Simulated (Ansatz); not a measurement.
Saddle point of BH2OF3, closed shell (BF₃ ([F][B]([F])[F]) + H₂O → BHOF₂ ([OH][B]([F])[F]) + HF; bonds formed: F2–H5; dative contacts that become bonds: B1–O6; bonds broken: B1–F2, H5–O6), PBE0-D4/def2-TZVP structure:

B1  (-0.139, -0.550, 0.084)
F2  (-1.011, 0.383, -0.967)
F3  (0.191, -1.665, -0.551)
F4  (-0.816, -0.634, 1.232)
H5  (-0.073, 0.928, -0.706)
O6  (0.884, 0.535, 0.035)
H7  (0.963, 1.003, 0.872)
(Å)

Energies are electronic, without zero-point energy. Barriers and step energies count from the start structure reached by relaxing down the imaginary mode; all methods use the PBE0-D4 structures, on which another method's saddle can fall below an end. Computed with Ansatz 0.2.0 (basis: def2-TZVPP, with def2-QZVPP for the basis limit); correlated methods freeze the cores. B3LYP uses VWN-RPA correlation. Extrapolation: Hartree–Fock as exp(−7.88 √X), correlation as X^−2.97.

| method | barrier (eV) | step energy (eV) |
| --- | --- | --- |
| SPW92 | 0.740 | 0.420 |
| PBE-D4 | 0.917 | 0.223 |
| BLYP-D4 | 1.021 | 0.145 |
| r2SCAN-D4 | 1.037 | 0.336 |
| B97M-V | 1.188 | 0.302 |
| PBE0-D4 | 1.054 | 0.264 |
| B3LYP-D4 | 1.117 | 0.195 |
| r2SCAN0-D4 | 1.125 | 0.343 |
| BHLYP-D4 | 1.275 | 0.255 |
| CAM-B3LYP-D4 | 1.110 | 0.263 |
| wB97X-V | 1.113 | 0.304 |
| wB97M-V | 1.107 | 0.316 |
| B2PLYP | ? | 0.221 |
| PBE-QIDH | ? | 0.296 |
| RPA on PBE | 1.109 | 0.280 |
| HF | 1.582 | 0.181 |
| MP2 | ? | 0.261 |
| CCSD | 1.224 | 0.271 |
| CCSD(T) | 1.151 | 0.282 |

Q: Fill in the withheld barriers. (Judge from chemistry; the value comes from the calculation.)

A: Computed: MP2 1.105; PBE-QIDH 1.130; B2PLYP 1.134 eV. Each is the energy of the saddle less that of the start structure, by the same method.

For comparison, the barrier by CCSD(T) at an estimated basis limit (MP2 extrapolated from triple and quadruple zeta, plus CCSD(T) − MP2 in triple zeta) is 1.168 eV.

The T1 diagnostic stays at or below 0.012.

The step is the kind of ligand exchange by which a precursor binds to a hydroxyl group, or is hydrolysed, in atomic layer deposition of oxides.

Labels in which every atom is bracketed show which atoms are joined, not bond orders.

For scale, one of the runs: CCSD(T)/def2-TZVPP, 183 basis functions, launched by `ansatz run in.yaml --threads 4 --pin off --events-out ev --progress --plain --max-ram 9574MiB`. Hardware: 4 CPU threads of an Arm Neoverse V2, shared host. Wall time 45 s; peak host memory 2.1 GiB.
